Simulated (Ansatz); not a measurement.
`C[BH][SbH2]`, charge 0, multiplicity 1.

Q: Give a relaxed structure at PBE0-D4/def2-TZVP (Ansatz 0.2.0). (Best estimate.)

A: Computed: 
Z-matrix (Å, degrees):
```
C
B 1 1.551
H 1 1.095 2 112.5
H 1 1.102 2 105.1 3 113.6
H 1 1.091 2 116.5 3 -128.0
Sb 2 2.227 1 123.7 3 135.7
H 2 1.199 1 119.7 3 -40.8
H 6 1.703 2 95.0 1 134.6
H 6 1.705 2 95.1 1 40.1
```
This is one stationary point; other conformers may exist.
